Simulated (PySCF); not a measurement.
SMILES S/C=C\c1cccs1 (C₆H₆S₂) at its GFN2-xTB optimised geometry (Å):

```
14

S     -3.2221    -0.7368     0.2846
C     -1.9054    -1.8566     0.0670
C     -0.5829    -1.6599    -0.0241
C      0.2188    -0.4729     0.0000
C      1.5932    -0.4729     0.0000
C      2.1626     0.8130     0.0000
C      1.2304     1.7996    -0.0067
S     -0.3685     1.1710    -0.0120
H     -2.5108     0.3693     0.4756
H     -2.2931    -2.8620     0.0055
H      0.0150    -2.5578    -0.1326
H      2.1734    -1.3785     0.0044
H      3.2221     0.9971     0.0027
H      1.3703     2.8620    -0.0101
```

Calculation: PBE0/def2-TZVP (PySCF).

Map of the electrostatic potential (hartree/e), clipped to [-0.08, 0.12] on the plane z = 1.2 Å:

```
|11111111111111111111111111111|
|11111111111111111111111111111|
|11111111111111111111111111111|
|11111111111111112222111111111|
|11111111111111122222211111111|
|11111111111111122222211111111|
|11111111111111122222111111111|
|11111111111111112221111111111|
|11111111111122222221111111111|
|11111112111134323321011111111|
|11111222221257633321111222111|
|11112234432369842112222222111|
|01112357753467642113322222111|
|00123579964334432112221121111|
|00126999853223331122111111111|
|00029999842223431232111111111|
|00029999942122331132111111111|
|00016999642122211112211111111|
|00002686553123211111222111111|
|00001233453112211112222111111|
|00001122332001111111222111111|
|00011112221000111111211111111|
|00111122211001111111111111111|
|11111122211111111111111111111|
|11111112211111111111111111111|
|11111111111111111111111111111|
|11111111111111111111111111111|
|11111111111111111111111111111|
|11111111111111111111111111111|
```
Scale: ten equal steps from -0.015 (start of '0') to 0.120 (end of '9'), in the order '0123456789'; x runs from -5.50 to 5.50, y from -5.50 (bottom) to 5.50 (top).
